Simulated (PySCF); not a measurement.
**Ge: excitation energy**

Ge [Ar] 3d10 4s2 4p2 (3P) → Ge [Ar] 3d10 4s1 4p3 (5S), as a difference of total energies. Computed with PySCF 2.14 in dyall-av2z (16s12p8d, 92 functions), with the non-relativistic Hamiltonian (point nucleus). Correlated levels: valence: [Ar] 3d10 frozen; virtual orbitals above 40 to 60 times the deepest correlated orbital energy dropped. The calculations carry no spin-orbit coupling.

Q: Order these methods by the excitation energy they give, lowest first.
A. CCSD (valence)
B. UHF
C. MP2 (valence)
D. CCSD(T) (valence)

A: B (3.217 eV), C (3.978 eV), A (4.259 eV), D (4.285 eV).

These non-relativistic numbers lack the scalar-relativistic shift.

Errors of the correlated levels include the incompleteness of this basis and the frozen core.

For comparison: 5.078 eV (measured; NIST levels, between the centres of gravity of the two terms).
